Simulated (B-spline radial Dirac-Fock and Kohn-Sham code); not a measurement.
## Binding energies of W³⁺ at several levels of theory

System: W³⁺, [Xe] 4f14 5d3.

The density-functional columns are spherical, spin-unpolarised Dirac-Kohn-Sham results without Breit or QED terms: −ε is minus the orbital energy of the initial state and ΔSCF the difference of two total energies. The reference in the last column comes from multi-electron Dirac-Fock with separately optimised hole states, Breit and Lamb-shift corrections added in first order. All numbers are from a radial finite-basis atomic code, in eV; a selection of levels is shown. The Kohn-Sham columns are given as differences from the reference. For the 1s level of heavy atoms much of the gap between ΔSCF and the reference is the Breit and QED part, -349.2 eV here; for other levels the error of the functional can be larger.

| level | PBE −ε − DF | PBE ΔSCF − DF | LDA −ε − DF | LDA ΔSCF − DF | Dirac-Fock |
| --- | --- | --- | --- | --- | --- |
| 1s | -159.1 | +397.7 | -217.3 | +337.6 | 69560.1 |
| 2s | -151.2 | -49.8 | -159.6 | -57.9 | 12146.2 |
| 2p1/2 | -108.4 | +22.4 | -112.2 | +18.8 | 11582.7 |
| 2p3/2 | -123.7 | -11.2 | -126.0 | -13.4 | 10245.2 |
| 3s | -80.6 | -51.2 | -82.9 | -53.3 | 2865.3 |
| 3p1/2 | -64.5 | -32.8 | -65.4 | -33.6 | 2616.7 |
| 3p3/2 | -64.2 | -35.4 | -64.6 | -35.8 | 2323.9 |
| 3d3/2 | -43.3 | -8.5 | -43.1 | -8.3 | 1910.6 |
| 3d5/2 | -44.5 | -10.9 | -44.2 | -10.6 | 1848.2 |
| 4s | -43.3 | -29.3 | -44.4 | -30.3 | 640.8 |
| 4p1/2 | -36.3 | -22.3 | -36.8 | -22.8 | 537.3 |
| 4p3/2 | -36.3 | -22.8 | -36.9 | -23.4 | 469.5 |
| 4d3/2 | -24.8 | -11.6 | -24.8 | -11.6 | 299.3 |
| 4d5/2 | -24.8 | -11.8 | -24.9 | -11.8 | 286.8 |
| 4f5/2 | -8.8 | +3.2 | -8.4 | +3.6 | 72.23 |
| 4f7/2 | -9.0 | +3.0 | -8.6 | +3.4 | 70.10 |
| 5s | -12.5 | -3.9 | -12.2 | -3.5 | 120.2 |
| 5p1/2 | -7.8 | +0.3 | -7.4 | +0.7 | 86.79 |
| 5p3/2 | -7.7 | 0.0 | -7.5 | +0.3 | 76.73 |
| 5d | -4.9 | +1.2 | -4.6 | +1.5 | 36.00 |

Values without a named source are computed, but for edge energies of neutral atoms, which are taken from tables.
